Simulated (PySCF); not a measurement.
Protons, H atoms and electrons added to or taken from c1cc[nH]c1. Gas-phase values, no solvent. Strings in code marks are SMILES.

These are CAM-B3LYP-D3(BJ)/def2-TZVP (PySCF) values and carry that method's errors. All candidates: neutral, multiplicity 2. 

- dipole moment = 1.78 D
- highest occupied spin orbital = -7.43 eV

Question: Identify which member has these values.
A. `C1=C[N]C=C1`
B. `[c]1ccc[nH]1`
C. `[c]1cc[nH]c1`

Answer: B, `[c]1ccc[nH]1`. The others give `[c]1cc[nH]c1`: 2.60 D, -7.54 eV; `C1=C[N]C=C1`: 2.09 D, -8.40 eV
